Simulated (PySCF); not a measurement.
H3Si2, doublet, geometry from GFN2-xTB; BLYP/aug-cc-pVDZ in PySCF.

Input for PySCF:
```python
from pyscf import gto, scf, dft

mol = gto.M(
    atom='''
Si    1.035832   -0.574106    0.027596
Si   -0.912794    0.450809   -0.023222
H     2.015103    0.574737    0.020044
H    -1.726506    1.690621   -0.060588
H    -2.011135   -0.539201   -0.020689
''',
    basis='aug-cc-pvdz',
    charge=0,
    spin=1,
    verbose=3,
)

mf = dft.UKS(mol)
mf.xc = 'blyp'
mf.kernel()
mf.analyze()
```

Task: Predict the main parts of the log of this PySCF run.

Result: 
```
converged SCF energy = -580.666728037513  <S^2> = 0.75325322  2S+1 = 2.0032506
**** MO energy ****
                             alpha | beta                alpha | beta
MO #1   energy= -65.5160376686731  | -65.5144486981033  occ= 1 | 1
MO #2   energy= -65.4992943946892  | -65.4984171883393  occ= 1 | 1
MO #3   energy= -5.08442751022341  | -5.08258419587455  occ= 1 | 1
MO #4   energy= -5.06454891534113  | -5.06352691526978  occ= 1 | 1
MO #5   energy= -3.50913460529601  | -3.50432190890032  occ= 1 | 1
MO #6   energy= -3.50164695910726  | -3.50048401841131  occ= 1 | 1
MO #7   energy= -3.50006589675391  | -3.49897159362642  occ= 1 | 1
MO #8   energy= -3.48907513255481  | -3.48614974393013  occ= 1 | 1
MO #9   energy= -3.48289310029848  | -3.48248071629505  occ= 1 | 1
MO #10  energy= -3.47945292339013  | -3.47888218618456  occ= 1 | 1
MO #11  energy= -0.512008174349209 | -0.498724693347332 occ= 1 | 1
MO #12  energy= -0.423953418876055 | -0.417173214013478 occ= 1 | 1
MO #13  energy= -0.321507181775174 | -0.318573912325539 occ= 1 | 1
MO #14  energy= -0.27905915662106  | -0.274059005120091 occ= 1 | 1
MO #15  energy= -0.208359098146361 | -0.199423639953007 occ= 1 | 1
MO #16  energy= -0.204241419864112 | -0.174508199929491 occ= 1 | 0
MO #17  energy= -0.103878781679324 | -0.0799253907413378 occ= 0 | 0
MO #18  energy= -0.0436765576676978 | -0.0361399506051843 occ= 0 | 0
MO #19  energy= -0.0154197675826562 | -0.0139183719093476 occ= 0 | 0
MO #20  energy= -0.00221468902642785 | 0.00054117771561768 occ= 0 | 0
MO #21  energy= 0.018246679125971  | 0.0197345278858654 occ= 0 | 0
MO #22  energy= 0.0207313044844144 | 0.0236727566289934 occ= 0 | 0
MO #23  energy= 0.022109490607201  | 0.0272119646262998 occ= 0 | 0
MO #24  energy= 0.0262910186756078 | 0.0350268774161802 occ= 0 | 0

To work with the spin densities directly, `use mulliken_meta_spin()` only printing them here.

 ** Mulliken spin pop alpha/beta on meta-lowdin orthogonal AOs **
 ** Mulliken Spin Density (per atom)  **
spin density of  0 Si =      0.38374
spin density of  1 Si =      0.64635
spin density of  2 H =     -0.00752
spin density of  3 H =     -0.00913
spin density of  4 H =     -0.01343
 ** Mulliken pop alpha/beta on meta-lowdin orthogonal AOs **
 ** Mulliken atomic charges   ( Nelec_alpha | Nelec_beta ) **
charge of  0Si =     -0.02138  (     7.20256      6.81882 )
charge of  1Si =      0.24964  (     7.19835      6.55201 )
charge of  2H =     -0.07635  (     0.53441      0.54194 )
charge of  3H =     -0.07238  (     0.53162      0.54075 )
charge of  4H =     -0.07953  (     0.53305      0.54648 )
Dipole moment(X, Y, Z, Debye): -0.64025,  0.84115, -0.02673
```
